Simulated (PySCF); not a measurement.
Species: C₆H₈O (charge +1 and doublet state).
Cartesian coordinates in Å at the GFN2-xTB level; atoms count from 1:
```
atom  x, y, z in Å
C1    -1.653    0.790   -0.353
C2    -0.733   -0.120    0.454
C3    -0.954   -1.608    0.212
C4     0.641    0.259    0.368
C5     1.805    0.544    0.157
C6     3.161    0.890   -0.008
O7     3.905    0.885   -0.927
H8    -1.467    0.657   -1.420
H9    -2.692    0.529   -0.166
H10   -1.497    1.839   -0.114
H11   -0.989    0.058    1.522
H12   -1.990   -1.869    0.415
H13   -0.752   -1.851   -0.833
H14   -0.301   -2.220    0.830
H15    3.512    1.228    1.014
```

The hyperfine couplings belong to this conformer and change with its torsions.

The species is `CC(C)/[C+]=[C]/C=O` [radical] (charge +1).

Computed with UKS B3LYP, pcH-1 on C H O, non-relativistic, mean-field spin-orbit, GIAO (PySCF). Geometry: GFN2-xTB; no solvent, vibrations or thermal averaging. Couplings are sensitive to structure, and on GFN2-xTB geometries they can be far from those on DFT ones, by a factor of two or more for some ions and for spin on atoms past the first row. No stability test was run, so a lower SCF solution isn't excluded.

Q: What is the g tensor, term by term?

A: 
```csv
Δg (ppm),1,2,3
relativistic mass correction,-218,-218,-218
gauge correction,37,1,11
orbital Zeeman/spin–orbit,-2808,1764,2998
total,-2988,1548,2791
```

So g = 1.99933, 2.00387, 2.00511 and g_iso = 2.00277; the tensor is rhombic: the two nearest values differ by 22 % of g3 − g1. Axes: g1 points within 12° of the C4–C5 bond and g2 points within 1° of the C6–H15 bond.

Q: How much does each term add to the isotropic shift?

A: The orbital-Zeeman/spin–orbit term 651, the mass correction -218 and the gauge correction 16 ppm, for a total of 450 ppm. The orbital-Zeeman/spin–orbit term is the largest in size. The mass correction is the same along every axis, so the anisotropy comes from the other two: their spans along these axes are 36 (gauge) and 5805 ppm (orbital Zeeman/spin–orbit).

Q: At 9.723 GHz, how far is the centre of the isotropic spectrum from where a free electron (g = 2.002319) resonates?

A: B = hν/(g μB) with μB/h = 13.99624 MHz/mT gives 346.94 mT for the free electron and 346.86 mT at g_iso, 0.08 mT lower.

Q: What effective moment and Curie constant follow for a powder?

A: With the mean of g² = 4.0111 and S(S+1) = 0.75: μ_eff = √(⟨g²⟩S(S+1)) = 1.734 μB and χT = 0.12505·⟨g²⟩·S(S+1) = 0.376 cm³ K/mol (cgs; spin-Hamiltonian part alone).

Q: In a frozen sample, at which fields do the three g values resonate at 9.5, 34, 94 and 263 GHz (hyperfine left aside), and which band first spreads them over more than twice a line width of 0.3 mT?

A: 
```csv
band,GHz,B(g3) mT,B(g2) mT,B(g1) mT,spread mT
X,9.5,338.51,338.72,339.49,0.98
Q,34.0,1211.52,1212.27,1215.02,3.50
W,94.0,3349.49,3351.56,3359.17,9.68
J,263.0,9371.43,9377.25,9398.52,27.08
```

The spread grows in proportion to the frequency. X band is the first where it exceeds 0.6 mT.

The Mulliken spin populations are largest on O7 (+0.42), C5 (+0.25), H15 (+0.17) and C4 (+0.11). Three atoms exceed +0.15.

The HOMO–LUMO gaps are 5.48 eV among the α and 1.50 eV among the β orbitals.

The run took 42 s wall (grids of density and orbitals included) on AMD EPYC 7R43, one thread, on a shared host, and the process peaked at 0.98 GiB of memory.

The SMILES draws the unpaired electron on C5; the largest computed Mulliken spin population is on O7 (0.42 against 0.25).
